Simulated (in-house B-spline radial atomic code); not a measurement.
A run on an ion of nuclear charge 42 with 42.5 electrons that did not converge. Method: scalar-relativistic (X2C) r2SCAN0, spin-polarised, spherical fractional occupations, Fermi nucleus of rms radius 4.4091 fm; computed with a B-spline radial code for spherical atoms.

Command:
```bash
python run_scf.py task.json out
```
Settings (nuclear radius in fm, mass in u):
```
Z                42
configuration    [Kr] 4d5 5s1.5
hamiltonian      x2c
method           r2scan0
spin_polarised   True
nucleus          fermi
rms_radius       4.4091
atomic_mass      97.9054
speed_of_light   137.035999084
```

First and last ten iterations of the last attempt (damped for 15 steps, keeping 80 % of the old Fock matrix, then DIIS):
```
 iter        energy (Eh)    residual
    1       -4048.404253    8.88e-02
    2       -4048.415168    3.01e-03
    3       -4048.415366    2.17e-03
    4       -4048.415469    1.84e-03
    5       -4048.415533    1.56e-03
    6       -4048.415577    1.34e-03
    7       -4048.415610    1.14e-03
    8       -4048.415634    9.83e-04
    9       -4048.415653    8.46e-04
   10       -4048.415668    7.29e-04
  111       -4038.300199    1.19e-01
  112       -4038.313506    1.18e-01
  113       -4038.290447    1.19e-01
  114       -4038.281382    1.19e-01
  115       -4038.266125    1.19e-01
  116       -4038.200263    1.18e-01
  117       -4038.202915    1.18e-01
  118       -4038.057348    1.16e-01
  119       -4046.367486    1.76e-01
  120       -4047.068855    1.62e-01
 not converged after 120 iterations
```

The smallest residual met was 1.4e-04; the threshold is about 4e-07. No energy from this run should be used. The likely cause: this method binds the added charge weakly or not at all at the basis-set limit, so charge moves back and forth between the atom and the box. Time taken, with all properties: 3.9 s on 1 thread of Arm Neoverse V2, on a shared host.
